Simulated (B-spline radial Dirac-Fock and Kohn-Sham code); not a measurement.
Total and shell-resolved photoionisation of Ga⁷⁺

System: gallium as Ga⁷⁺ in the configuration [Ar] 3d6.

Input of the calculation (task.json; shells as n, l, electrons):

```json
{"items": [{
  "Z": 31,
  "q": 7,
  "cfg": [[1, 0, 2], [2, 0, 2], [2, 1, 6], [3, 0, 2], [3, 1, 6], [3, 2, 6]],
  "A": 69,
  "rrms": 3.9973,
  "do": ["binding", "quiet", "photo"],
  "hv": [80, 144.0, 200, 249.0, 300, 1253.6, 1300.0, 2000, 12000, 17479.3, 25100.0, 26700.0, 26800.0, 56000.0, 59318.2, 155000.0]
}]}
```

Launch: `python xray_run.py task.json out`

Level of theory: Dirac-Hartree-Slater photoionisation with all multipoles and Dirac-Fock thresholds; a B-spline atomic structure program.

Computed thresholds (eV): K 10541.6, L1 1481.5, L2 1319.9, L3 1292.7, M1 319.3, M2 263.9, M3 259.8, M4 173.6, M5 173.0.

```tsv
photon energy (eV)	total (b)	K (%)	L (%)	M (%)
200	3.519e+06	–	–	100.0
249	2.290e+06	–	–	100.0
300	2.327e+06	–	–	100.0
1253.6	120300	–	–	100.0
1300	528900	–	79.1	20.9
2000	296900	–	87.1	12.9
12000	17830	87.2	11.0	1.8
17479.3	6514	88.1	10.3	1.7
25100	2384	88.6	9.8	1.6
26700	2002	88.7	9.7	1.6
26800	1981	88.7	9.7	1.6
56000	231.8	89.2	9.3	1.5
59318.2	195.3	89.2	9.3	1.5
155000	10.71	89.4	9.1	1.5
```

Q: With what power of the photon energy does the total fall between 59318.2 and 155000 eV?

A: As E^-3.02. The non-relativistic Born limit for an s electron far above threshold is E^-3.5; near threshold and at relativistic energies the fall is slower.
